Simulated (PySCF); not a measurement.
Computed shifts of a molecule CH8FN3Si, PBE/pcSseg-1 in PySCF, GIAO, gas phase, equivalent atoms averaged, in ppm (number of nuclei): ¹⁵N: 31.6 (1), 30.3 (1), 28.7 (1). ²⁹Si: -30.6 (1). ¹³C: 85.2 (1). ¹⁹F: -325.1 (1). ¹H: 4.70 (2), 1.45 (1), 0.72 (1), 0.62 (1), 0.60 (1), 0.51 (1), 0.16 (1). References: ¹⁵N against NH3 (σ = 267.0 ppm); ²⁹Si against TMS (σ = 335.4 ppm); ¹³C against TMS (σ = 182.0 ppm); ¹⁹F against CFCl3 (σ = 133.6 ppm); ¹H against TMS (σ = 31.49 ppm), references at their B3LYP-D3(BJ)/def2-TZVP geometries, non-relativistic. Coordinates come from a B3LYP-D3(BJ)/def2-SVP optimisation. The values are those of a single conformer.

**Question.** Which structure fits?
A) N[Si](N)(N)CF
B) NC[Si](N)(N)F
C) CN[Si](N)(N)F

**Answer.** A, N[Si](N)(N)CF
